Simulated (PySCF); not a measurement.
Dy⁴⁹⁺: ionisation energy

Dy⁴⁹⁺ [Ne] 3s2 3p5 (2P) → Dy⁵⁰⁺ [Ne] 3s2 3p4 (3P), as a difference of total energies. Computed with PySCF 2.14 in an uncontracted even-tempered set (17 s from 11 bohr⁻², ratio 2.5; 12 p from 14 bohr⁻², ratio 2.5; 4 d from 60 bohr⁻², ratio 2.7; 4 f from 90 bohr⁻², ratio 2.7), with the spin-free X2C one-electron Hamiltonian (Gaussian nucleus). Correlated levels: outer shells: 1s2 frozen; virtual orbitals above 40 to 60 times the deepest correlated orbital energy dropped. The calculations carry no spin-orbit coupling.

| method | ionisation energy (eV) |
| --- | --- |
| UHF | 4470.8 |
| MP2 (outer shells) | 4471.9 |
| SCS-MP2 (outer shells) | 4471.8 |
| CCSD (outer shells) | 4471.9 |
| CCSD(T) (outer shells) | 4471.9 |

Spin-orbit coupling is strong in these open shells (close to jj coupling). The scalar numbers leave it out and a first-order estimate fails, so it can dominate the gap to the real levels.

Breit and QED terms and the two-electron picture change are absent.

For comparison: 4407 ± 4 eV (theoretical estimate listed by NIST; NIST Atomic Spectra Database, ionization energies).
